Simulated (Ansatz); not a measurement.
Cost and result for the atomization energy of CH$_{5}$FGeOSi (`O=[C]([SiH3])[GeH2][F]`) (10 atoms, 9 bonds).

Cartesian coordinates in Å:
```
O 0.844 -1.907 -0.104
C 0.323 -0.821 -0.043
Si -1.601 -0.586 0.020
Ge 1.512 0.814 -0.008
F 0.384 2.149 0.077
H -2.248 -1.919 -0.015
H -1.924 0.141 1.274
H -1.992 0.239 -1.151
H 2.318 0.997 -1.303
H 2.385 0.893 1.253
```

Charge 0, multiplicity 1. Correlated methods include outer-core shells of Ge, which these sets cover unevenly. Scalar relativity is left out up to krypton. The geometry is a stationary point of PBE0-D4/def2-TZVP. It is one conformer, not always the lowest. Program: Ansatz. All runs use 4 threads of an Arm Neoverse V1 on a shared host. Times are those of one run each, without the atoms' runs, and a repeat can differ threefold. Electronic energies, without spin–orbit coupling; frozen cores. CCSD(T)/CBS adds CCSD(T) − MP2 in def2-TZVPP to the MP2 limit, and its time is that of the two runs behind it. T1 = 0.014. With those shells the extrapolation isn't a true limit. B3LYP takes the VWN-RPA correlation (the form of Gaussian; ORCA's B3LYP/G).

CCSD(T)/CBS is a level of theory with its own doubt, some kJ/mol a heavy atom from the limit and from the frozen cores, so smaller differences don't rank the functionals.

```tsv
level	functions	wall time	atomization (kJ/mol)	difference from CCSD(T)/CBS	per bond
PBE-D4/def2-TZVPP (with forces)	253	2.9 s	3392.7	46.0	5.1
PBE0-D4/def2-TZVPP	253	3.8 s	3306.0	-40.7	-4.5
r2SCAN-D4/def2-TZVPP (with forces)	253	6 s	3350.1	3.4	0.4
B3LYP-D4/def2-TZVPP (with forces)	253	6 s	3327.6	-19.1	-2.1
B2PLYP/def2-TZVPP	253	7 s	3297.2	-49.5	-5.5
ωB97X-V/def2-TZVPP	253	10 s	3362.7	16.0	1.8
ωB97M-V/def2-TZVPP (with forces)	253	15 s	3333.6	-13.1	-1.5
MP2/def2-QZVPP	480	30 s	3366.1	19.4	2.2
CCSD(T)/def2-TZVPP	253	5.1 min	3260.7	-86.0	-9.5
CCSD(T)/CBS(def2)	–	5.6 min	3346.7	0.0	0.0
```

In def2-TZVPP, CCSD(T) changes the Hartree–Fock value by +914.6 kJ/mol (the triples alone add +59.6 kJ/mol) and MP2 by +968.6 kJ/mol; breaking electron pairs costs correlation energy, which Hartree–Fock lacks. From PBE to PBE0 (25 % exact exchange), in def2-TZVPP and without D4, the atomization energy moves by −83.5 kJ/mol: exact exchange takes away binding that semilocal exchange gives to molecules. The D4 term adds +35.1 kJ/mol with B3LYP and +18.5 kJ/mol with PBE0; it sums over pairs of atoms, weighted by their polarisabilities, and B3LYP, whose exchange is more repulsive, gets the larger term.
